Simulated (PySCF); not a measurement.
Vertical excitations of a molecule C4H6OS from TDA-PBE/def2-SVPD (PySCF 2.14.0), as energy in eV (oscillator strength): 3.48 (0.000), 5.08 (0.003), 5.14 (0.005), 5.30 (0.013), 5.71 (0.137), 5.89 (0.013), 6.23 (0.095), 6.36 (0.014), 6.52 (0.096), 6.70 (0.024). Lowest triplet (TDA): 3.25 eV. Geometry optimised at B3LYP-D3(BJ)/def2-SVP. Other conformers were not sampled.

**Question.** Which structure fits?
A. C/C=C1/OCS1
B. O=CC1(S)CC1
C. C=C1O[C@@H](C)S1
D. O=C1CCCS1

**Answer.** C, C=C1O[C@@H](C)S1
